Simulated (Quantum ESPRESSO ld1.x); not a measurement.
Species: the neon ion Ne1.25+. Configuration: [He] 2s2 2p(up 3, down 1.75) (fractional occupations, a model configuration). All-electron calculation, scalar-relativistic Kohn-Sham, LDA (Slater exchange, VWN5 correlation), spin-polarised, spherical densities, point nucleus. Program: ld1.x of Quantum ESPRESSO 7.5. Some entries of the table are withheld. Estimate them.

orbital  occ.  eigenvalue (eV)  r(max) (bohr)
1s up       1              (1)          0.103
1s down     1              (2)          0.103
2s up       1          -61.736          0.671
2s down     1          -59.260          0.671
2p up       3          -38.904          0.591
2p down  1.75          -36.340          0.600

Answer. 
(1) 1s up eigenvalue (eV): -855.376
(2) 1s down eigenvalue (eV): -854.041
